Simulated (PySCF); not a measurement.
Input file for PySCF: R-HF/3-21G on AlClH3N (SMILES [NH2][AlH][Cl]), a point of a torsion scan.

```python
from pyscf import gto, scf, dft, mp
from pyscf.data.elements import chemcore

mol = gto.M(
    atom='''
    N    -0.99328475   -0.12699476   -0.01810699
    Al    0.73463093    0.27309895   -0.06081730
    Cl    1.60057306    1.37402582   -1.52109901
    H    -1.44161701   -0.67542976    0.70349777
    H    -1.69906060    0.14316302   -0.69370534
    H     1.61594567   -0.24281828    1.06838222
    ''',
    basis='3-21g',
    charge=0, spin=0, verbose=3, max_memory=1800)
mf = scf.RHF(mol)
mf.conv_tol = 1e-8
mf.max_cycle = 100
mf.kernel()
if not mf.converged:
    mf = mf.newton().run(mf.mo_coeff, mf.mo_occ)
```

Question: What total energy does the run end on?

Answer: -753.8743 hartree.
